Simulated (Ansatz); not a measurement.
Ansatz (a program for electronic structure) input (CCSD(T)/def2-QZVPPD):
A basis named .json is the Basis Set Exchange file of that set.

Ansatz 0.2 input:
```yaml
crystal:
  periodic: [false, false, false]
  atoms:
    - {symbol: B, position_ang: [-0.00000000, -0.00000000, -0.76882027]}
    - {symbol: N, position_ang: [0.00000000, 0.00000000, 0.54915734]}
basis:
  gaussian:
    orbitals: def2-QZVPPD.json
total_charge: 1
magnetization: {spin_polarized: true, initial_magnetization: 3}
correlation: {method: ccsd_t, electrons: outside_noble_gas}
```

Output:

```
Functional definition: HF
integrals: 0.35 GiB planned
753 factors; integrals over basis functions are off by at most 1.1e-3 eV
mean field: 0.26 GiB planned
mean field evaluation 1: about -2138.0417 eV, gradient 2.2e1 eV
mean field evaluation 2: about -2138.0460 eV, gradient 2.2e1 eV
mean field evaluation 4: about -2140.5089 eV, gradient 2.4e0 eV
mean field evaluation 8: about -2140.6324 eV, gradient 1.2e-1 eV
mean field evaluation 16: about -2140.6039 eV, gradient 9.5e-1 eV
mean field evaluation 32: about -2140.6261 eV, gradient 5.5e-1 eV
mean field evaluation 64: about -2139.1909 eV, gradient 7.3e-3 eV
mean field evaluation 96: about -2137.0735 eV, gradient 3.0e0 eV
mean field evaluation 128: about -2138.8568 eV, gradient 9.5e0 eV
mean field -2140.63264651 eV, -78.6667987864 hartree, gradient 2.4e-6 eV, S^2 3.756568; 7 other end points of the search recorded, 0 dependent functions left out
determinant -2140.63264651 eV, -78.6667987864 hartree, with singles and doubles -2145.75457207 eV, -78.8550260790 hartree
determinant -2139.19094870 eV, -78.6138173692 hartree, with singles and doubles -2144.40276978 eV, -78.8053482610 hartree
2 core orbitals not correlated
reference -2140.63264651 eV, -78.6667987864 hartree; 5, 2 occupied and 119, 122 virtual orbitals, 753 factors
second order -4.49118655 eV of doubles, -0.00000000 eV of singles
coupled cluster: 0.84 GiB planned
cycle   1  -5.01898778 eV  change   -6.7e-1 eV  update   2.0e-2
cycle   2  -5.04146109 eV  change   -2.2e-2 eV  update   7.2e-3
cycle   3  -5.04673035 eV  change   -5.3e-3 eV  update   4.0e-3
cycle   4  -5.05111073 eV  change   -4.4e-3 eV  update   2.1e-3
cycle   5  -5.05261099 eV  change   -1.5e-3 eV  update   1.2e-3
cycle   6  -5.05249323 eV  change    1.2e-4 eV  update   3.6e-4
cycle   7  -5.05252301 eV  change   -3.0e-5 eV  update   1.5e-4
cycle   8  -5.05249578 eV  change    2.7e-5 eV  update   4.3e-5
cycle   9  -5.05247985 eV  change    1.6e-5 eV  update   1.3e-5
cycle  10  -5.05247938 eV  change    4.6e-7 eV  update   4.1e-6
perturbative correction -0.19579602 eV, -0.0071953710 hartree
Total energy: -2145.88092192 eV, -78.8596693501 hartree
```

This state (charge 1, quartet) is run at the relaxed geometry of the species with charge 0 and multiplicity 3.
